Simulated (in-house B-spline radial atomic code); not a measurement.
The numbers below are computed, except where a source is named.
**Correlation energy from the adiabatic connection: −Z exp(−kr)/r, Z = 1.85, k = 0.208**

Two electrons in a singlet, external potential −Z exp(−kr)/r, Z = 1.85, k = 0.208 (atomic units). Full CI in B-splines (partial waves to l = 8, correlation up to 0.6 % small) with the density held fixed gives W(λ) = <V_ee>_λ − U, and E_c is the integral of W(λ) − W(0) from 0 to 1.

| λ | W(λ) − W(0) (hartree) |
| --- | --- |
| 0 | 0.00000 |
| 0.02 | -0.00195 |
| 0.05 | -0.00484 |
| 0.12 | -0.01142 |
| 0.25 | -0.02304 |
| 0.4 | -0.03557 |
| 0.6 | -0.05096 |
| 0.8 | -0.06501 |
| 1 | -0.07788 |

**Question.** Integrate the table by the trapezoid rule.

**Answer.** The strips give -0.00002, -0.00010, -0.00057, -0.00224, -0.00440, -0.00865, -0.01160, -0.01429, which sum to -0.04187 hartree. The direct value, W(1) − W(0) + T_c with T_c = 0.03593, is -0.04195; the curve is convex, so chords lie above it and the trapezoids fall short in size by 0.21 %.

**Question.** Now use only three numbers: W(0) = -0.91089, the initial slope W'(0) = -0.0981 (extrapolated from the first points) and the strong-coupling limit of the point-charge-plus-continuum model, W∞ = -1.3029. What do second-order theory and the interpolation W(λ) = W∞ + (W(0) − W∞)/√(1 + 2χλ) of Seidl, Perdew and Levy give?

**Answer.** Second order keeps the slope alone: E_c = W'(0)/2 = -0.04905, +17 % in size against -0.04195. Matching the slope fixes χ = W'(0)/(W∞ − W(0)) = -0.0981/(-0.39201) = 0.25025. Integrating, with s = √(1 + 2χ) = 1.224948, E_c = −(W(0) − W∞)(s − 1)/(s + 1) = −0.39201 × 0.224948/2.224948 = -0.03963 hartree, -5.5 % in size against the full result. At λ = 1 the formula gives W − W(0) = -0.07199 against -0.07788. Part of the miss can come from the model's W∞.
